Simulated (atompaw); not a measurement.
Building the PAW (atompaw) potential for Ca (Z = 20) (LDA (PW92), scalar-relativistic).

atompaw 4.2.0.5 input, output lines left out:

```
Ca 20
LDA-PW scalarrelativistic loggrid 1500 logderivrange -5 5 251
4 4 3 0 0 0
4 1 0
3 2 0
0 0 0
c
c
v
v
c
v
v
v
2
3.00 2.15 2.30 1.95
n
n
y
1.45
n
custom polynom2 7 10 vanderbiltortho sinc
3 0 vpsmatchnc
1.95
1.80
1.35
3.00
3.00
3.00
```

All-electron outer shells of the reference configuration (LDA (PW92), scalar-relativistic, ld1.x):

```csv
shell,level (eV),outermost node (bohr),outermost maximum (bohr)
2s,-413.12,0.10,0.30
2p,-334.58,–,0.25
3s,-46.83,0.45,0.99
3p,-27.99,0.42,1.04
4s,-3.86,1.43,3.33
3d,-2.13,–,1.27
4p,-1.44,1.63,4.39
```

(1) Estimate the cutoffs (Ry, on a coarse ladder) from which the occupation-weighted sum of valence levels, in a spherical-Bessel basis at the reference potential, stays within 10 and 1 mRy of its value at 400 Ry.

(2) Does the potential have ghost states?

(3) Is the overlap operator S = 1 + Σ q|β⟩⟨β| positive definite (Bessel basis up to 400 Ry)?

(4) Which valence shell sets the plane-wave cutoff?

Results:

(1) 25 Ry and 180 Ry.

(2) No extra level below or beside the all-electron valence levels (s, p, d, f tested). The logarithmic derivative shows an extra or strongly shifted pseudo pole above the reference energy (p near 0.86 Ry).

(3) Yes: its lowest eigenvalue is 0.36 (s channel).

(4) 3p: its level needs 40 Ry to come within 1 mRy, against 18 Ry for 3s.
